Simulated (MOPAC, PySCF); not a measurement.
AlBrCl2, SMILES `[Cl][Al]([Cl])[Br]`, neutral singlet in the gas phase. 

Cartesian coordinates (Å):
```xyz
4

Cl    -1.1766    -1.7355    -0.0017
Al    -0.0365     0.0020    -0.0001
Cl    -0.9815     1.8528    -0.0017
Br     2.1945    -0.1193     0.0035
```
Charge 0, spin multiplicity 1.

All levels are single points at this geometry (B3LYP-D3(BJ)/def2-TZVP); Pople sets use spherical d functions. Orbital energies aren't observables, and empty levels follow the basis.

PM6 in MOPAC gives gap (eV) = 10.83.

### Question
Estimate the gap (eV) from each of these levels: B3LYP-D3(BJ)/def2-TZVP in PySCF; PBE-D3(BJ)/def2-TZVP in PySCF; B3LYP/6-311+G** (LANL2DZ on Br) in PySCF; B3LYP/6-31G* in PySCF; B3LYP/LANL2DZ in PySCF; M06-2X/6-31G* in PySCF; SVWN5/6-31G* in PySCF; HF/6-31G* in PySCF; HF/STO-3G in PySCF; AM1 in MOPAC; PM3 in MOPAC; PM7 in MOPAC.

### Answer

```
level                                     gap (eV)
----------------------------------------  --------
B3LYP-D3(BJ)/def2-TZVP in PySCF               6.98
PBE-D3(BJ)/def2-TZVP in PySCF                 5.37
B3LYP/6-311+G** (LANL2DZ on Br) in PySCF      6.73
B3LYP/6-31G* in PySCF                         6.88
B3LYP/LANL2DZ in PySCF                        6.69
M06-2X/6-31G* in PySCF                        9.32
SVWN5/6-31G* in PySCF                         5.14
HF/6-31G* in PySCF                           13.47
HF/STO-3G in PySCF                           15.17
AM1 in MOPAC                                  9.78
PM3 in MOPAC                                  7.91
PM7 in MOPAC                                  9.23
```
